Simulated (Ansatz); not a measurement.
Cost and result for the atomization energy of C3H7GeN (`[GeH3][CH2]N1C=C1`) (12 atoms, 12 bonds).

```xyz
12

Ge   -1.149    1.342   -0.674
C     0.012   -0.245   -0.744
N    -0.088   -0.984    0.518
C     0.923   -0.576    1.526
C     1.181   -1.662    0.915
H    -1.021    2.147   -1.981
H    -2.614    0.929   -0.475
H    -0.720    2.242    0.500
H     1.042    0.063   -0.977
H    -0.339   -0.889   -1.555
H     1.064    0.203    2.254
H     1.708   -2.572    0.693
```

Total charge 0; spin multiplicity 1. Correlated methods include outer-core shells of Ge, which these sets cover unevenly. Scalar relativity is left out up to krypton. Geometry: relaxed with PBE0-D4/def2-TZVP. It is one conformer, not always the lowest. Program: Ansatz. All runs use 4 threads of an Intel Xeon Platinum 8175M on a shared host. Times are those of one run each, without the atoms' runs, and a repeat can differ threefold. Electronic energies, without spin–orbit coupling; frozen cores. CCSD(T)/CBS adds CCSD(T) − MP2 in def2-TZVPP to the MP2 limit, and its time is that of the two runs behind it. T1 = 0.011; the RHF reference is unstable towards UHF. With those shells the extrapolation isn't a true limit. B3LYP takes the VWN-RPA correlation (the form of Gaussian; ORCA's B3LYP/G).

CCSD(T)/CBS is a level of theory with its own doubt, some kJ/mol a heavy atom from the limit and from the frozen cores, so smaller differences don't rank the functionals.

```csv
level,functions,wall time
PBE-D4/def2-TZVPP (with forces),270,3.3 s
PBE0-D4/def2-TZVPP,270,3.8 s
r2SCAN-D4/def2-TZVPP (with forces),270,5.5 s
B3LYP-D4/def2-TZVPP (with forces),270,6.5 s
B2PLYP/def2-TZVPP,270,7.5 s
ωB97X-V/def2-TZVPP,270,9 s
ωB97M-V/def2-TZVPP (with forces),270,13 s
MP2/def2-QZVPP,527,36 s
CCSD(T)/def2-TZVPP,270,3.2 min
CCSD(T)/CBS(def2),–,3.8 min
```

Task: What atomization energy does each give, and how far from CCSD(T)/CBS? (Estimate.)

Result: The calculation gave: 
| level | atomization (kJ/mol) | difference from CCSD(T)/CBS | per bond |
| --- | --- | --- | --- |
| PBE-D4/def2-TZVPP (with forces) | 4318.0 | 118.8 | 9.9 |
| PBE0-D4/def2-TZVPP | 4222.7 | 23.5 | 2.0 |
| r2SCAN-D4/def2-TZVPP (with forces) | 4201.5 | 2.3 | 0.2 |
| B3LYP-D4/def2-TZVPP (with forces) | 4196.7 | -2.5 | -0.2 |
| B2PLYP/def2-TZVPP | 4149.3 | -49.9 | -4.2 |
| ωB97X-V/def2-TZVPP | 4217.9 | 18.7 | 1.6 |
| ωB97M-V/def2-TZVPP (with forces) | 4201.1 | 1.9 | 0.2 |
| MP2/def2-QZVPP | 4211.6 | 12.4 | 1.0 |
| CCSD(T)/def2-TZVPP | 4089.8 | -109.4 | -9.1 |
| CCSD(T)/CBS(def2) | 4199.2 | 0.0 | 0.0 |

From PBE to PBE0 (25 % exact exchange), in def2-TZVPP and without D4, the atomization energy moves by −91.5 kJ/mol: exact exchange takes away binding that semilocal exchange gives to molecules. In def2-TZVPP, CCSD(T) changes the Hartree–Fock value by +1214.8 kJ/mol (the triples alone add +79.7 kJ/mol) and MP2 by +1272.3 kJ/mol; breaking electron pairs costs correlation energy, which Hartree–Fock lacks. The D4 term adds +39.7 kJ/mol with B3LYP and +20.9 kJ/mol with PBE0; it sums over pairs of atoms, weighted by their polarisabilities, and B3LYP, whose exchange is more repulsive, gets the larger term.
